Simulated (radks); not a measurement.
Question: La III, 55 electrons, occupied as [Xe] 5d1 (the NIST ground configuration). Method: Dirac Kohn-Sham, PBE, spin-unpolarised, spherical densities, point nucleus; open shells are shared between the two j in proportion to 2j + 1; computed with a radial shooting solver on a logarithmic mesh with Libxc functionals. Some entries of the table are withheld. Estimate them.

orbital,occ.,eigenvalue (hartree),<1/r> (bohr^-1)
1s1/2,2,-1423.396,62.03
2s1/2,2,-226.8913,14.59
2p1/2,2,(1),(2)
2p3/2,4,(3),(4)
3s1/2,2,-48.89865,5.254
3p1/2,2,(5),5.166
3p3/2,4,(6),4.837
3d3/2,4,(7),4.700
3d5/2,6,(8),4.616
4s1/2,2,-10.24835,2.171
4p1/2,2,-8.24936,(9)
4p3/2,4,-7.61984,(10)
4d3/2,4,-4.34381,(11)
4d5/2,6,-4.23449,(12)
5s1/2,2,-1.89147,0.8544
5p1/2,2,-1.34748,0.7564
5p3/2,4,-1.25418,0.7197
5d3/2,0.4,-0.54519,0.5010
5d5/2,0.6,-0.53625,0.4936

Answer: 
(1) 2p1/2 eigenvalue (hartree): -213.9979
(2) 2p1/2 <1/r> (bohr^-1): 14.57
(3) 2p3/2 eigenvalue (hartree): -198.8154
(4) 2p3/2 <1/r> (bohr^-1): 13.25
(5) 3p1/2 eigenvalue (hartree): -43.46548
(6) 3p3/2 eigenvalue (hartree): -40.50637
(7) 3d3/2 eigenvalue (hartree): -30.99492
(8) 3d5/2 eigenvalue (hartree): -30.36191
(9) 4p1/2 <1/r> (bohr^-1): 2.067
(10) 4p3/2 <1/r> (bohr^-1): 1.960
(11) 4d3/2 <1/r> (bohr^-1): 1.741
(12) 4d5/2 <1/r> (bohr^-1): 1.715
